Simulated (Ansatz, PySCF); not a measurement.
Process, species as SMILES: FC1CC(F)(F)C(F)(F)C1(F)F [1,1,2,2,3,3,4-heptafluorocyclopentane] + 12 [H][H] (H2) -> 5 C (CH4) + 7 F (HF)
Structures are relaxed separately at B3LYP-D3(BJ)/def2-TZVP in Ansatz (a first-principles code), one conformer each, not searched for the lowest. Frequencies are from Ansatz or PySCF.

Quantity: energy of full hydrogenation (0 K, with B3LYP-D3(BJ) harmonic zero-point energies), in eV. Correlated levels leave the core frozen unless marked. Spin-orbit coupling is left out. Non-relativistic. Basis-set limits of correlation are two-point, X^-3; Hartree-Fock from the larger set. [CCSD(T)-MP2]/basis is that difference in the basis named.

```csv
level,program,energy of full hydrogenation (eV)
BLYP-D3(BJ)/def2-TZVPD,Ansatz + dftd3,-7.28
r2SCAN-D3(BJ)/def2-TZVPD,Ansatz + dftd3,-6.96
PBE0-D3(BJ)/def2-TZVP,Ansatz + dftd3,-7.37
RPA@PBE/cc-pVTZ,Ansatz,-7.02
"RI-MP2/CBS(aug-cc-pVTZ,aug-cc-pVQZ)",Ansatz,-8.37
```

Problem. Predict the RI-MP2/CBS(cc-pVTZ,cc-pVQZ)+[CCSD(T)-MP2]/cc-pVTZ result (Ansatz).

Solution. -8.07 eV, so RI-MP2/CBS(aug-cc-pVTZ,aug-cc-pVQZ) differs from it by -0.30 eV.
